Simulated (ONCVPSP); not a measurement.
## Logarithmic derivatives: C, ONCV

* Element: carbon
* Generator: ONCVPSP 4.0.1
* Type: optimised norm-conserving Vanderbilt (ONCV)
* Functional: PBE
* Relativity: scalar-relativistic
* Frozen core: [He]
* Valence charge: 4
* Reference configuration: 2s2 2p2
* Partial waves: 2s: rc 0.80 bohr, ncon 3, nbas 6, qcut 8.9 1/bohr, 3 projectors, debl 0.7 Ha; 2p: rc 3.10 bohr, ncon 3, nbas 8, qcut 4.3 1/bohr, 2 projectors, debl 0.7 Ha; d scattering state at 0.06 Ha: rc 2.95 bohr, ncon 4, nbas 7, qcut 3.8 1/bohr, 2 projectors, debl 2.9 Ha
* Local potential: polynomial inside 0.70 bohr (lpopt 4, dvloc0 0 Ha)
* Core correction: Teter function, fcfact 5.25, rcfact 1.3

The phase is arctan(r·R′/R) of the radial function R(r), unwrapped; energies in Ha, scanned from -2 to 5 Ha. A pole is an energy at which the radial function vanishes at the test radius. The pseudo phase is shifted by a multiple of π to meet the all-electron one at the reference energy, and phase errors are pseudo minus all-electron; the curves can meet again beyond the range given. Levels narrower than the energy grid can be missing from the lists of poles.

**Question.** For each channel, where are the poles, and over which energies does the pseudopotential scatter like the atom?

**Answer.**

```csv
channel,radius (bohr),reference energy (Ha),"poles, all-electron","poles, pseudo",unbroken range about the reference energy with phases within 0.05 rad,phase error 1 Ha above the reference energy (rad)
s,0.81,-0.51,none,none,below 4.0,-0.000
p,3.14,-0.19,"-0.10, 1.44, 4.04","-0.10, 1.33, 2.81",below 1.4,-0.005
d,3.00,0.06,"1.16, 3.48","1.17, 3.50",below 1.9,+0.004
```

Note: ghosts flagged at negative energy: s at -293.4 eV; GHOST(+) flagged for s at 122.5 eV, d at 430.6 eV. A true bound ghost makes a file unfit for plane-wave use.

Phases in the p channel:

```json
{"E (Ha)": "-1.98", "all-electron": "1.377", "pseudo": "1.377"}
{"E (Ha)": "-1.80", "all-electron": "1.365", "pseudo": "1.365"}
{"E (Ha)": "-1.62", "all-electron": "1.351", "pseudo": "1.350"}
{"E (Ha)": "-1.44", "all-electron": "1.333", "pseudo": "1.333"}
{"E (Ha)": "-1.26", "all-electron": "1.311", "pseudo": "1.310"}
{"E (Ha)": "-1.08", "all-electron": "1.282", "pseudo": "1.280"}
{"E (Ha)": "-0.90", "all-electron": "1.240", "pseudo": "1.238"}
{"E (Ha)": "-0.72", "all-electron": "1.172", "pseudo": "1.170"}
{"E (Ha)": "-0.54", "all-electron": "1.036", "pseudo": "1.033"}
{"E (Ha)": "-0.36", "all-electron": "0.536", "pseudo": "0.531"}
{"E (Ha)": "-0.18", "all-electron": "-1.295", "pseudo": "-1.295"}
{"E (Ha)": "0.00", "all-electron": "-1.775", "pseudo": "-1.777"}
{"E (Ha)": "0.18", "all-electron": "-2.091", "pseudo": "-2.094"}
{"E (Ha)": "0.36", "all-electron": "-2.755", "pseudo": "-2.758"}
{"E (Ha)": "0.54", "all-electron": "-3.839", "pseudo": "-3.839"}
{"E (Ha)": "0.72", "all-electron": "-4.306", "pseudo": "-4.310"}
{"E (Ha)": "0.90", "all-electron": "-4.491", "pseudo": "-4.498"}
{"E (Ha)": "1.08", "all-electron": "-4.591", "pseudo": "-4.605"}
{"E (Ha)": "1.26", "all-electron": "-4.658", "pseudo": "-4.683"}
{"E (Ha)": "1.44", "all-electron": "-4.712", "pseudo": "-4.762"}
{"E (Ha)": "1.62", "all-electron": "-4.762", "pseudo": "-4.882"}
{"E (Ha)": "1.80", "all-electron": "-4.817", "pseudo": "-5.312"}
{"E (Ha)": "1.98", "all-electron": "-4.890", "pseudo": "-7.296"}
{"E (Ha)": "2.16", "all-electron": "-5.017", "pseudo": "-7.649"}
{"E (Ha)": "2.34", "all-electron": "-5.341", "pseudo": "-7.747"}
{"E (Ha)": "2.52", "all-electron": "-6.509", "pseudo": "-7.799"}
{"E (Ha)": "2.70", "all-electron": "-7.352", "pseudo": "-7.836"}
{"E (Ha)": "2.88", "all-electron": "-7.579", "pseudo": "-7.865"}
{"E (Ha)": "3.06", "all-electron": "-7.677", "pseudo": "-7.893"}
{"E (Ha)": "3.24", "all-electron": "-7.733", "pseudo": "-7.920"}
{"E (Ha)": "3.42", "all-electron": "-7.771", "pseudo": "-7.951"}
{"E (Ha)": "3.60", "all-electron": "-7.800", "pseudo": "-7.989"}
{"E (Ha)": "3.78", "all-electron": "-7.824", "pseudo": "-8.040"}
{"E (Ha)": "3.96", "all-electron": "-7.845", "pseudo": "-8.117"}
{"E (Ha)": "4.14", "all-electron": "-7.865", "pseudo": "-8.261"}
{"E (Ha)": "4.32", "all-electron": "-7.886", "pseudo": "-8.608"}
{"E (Ha)": "4.50", "all-electron": "-7.908", "pseudo": "-9.551"}
{"E (Ha)": "4.68", "all-electron": "-7.934", "pseudo": "-10.341"}
{"E (Ha)": "4.86", "all-electron": "-7.967", "pseudo": "-10.615"}
```
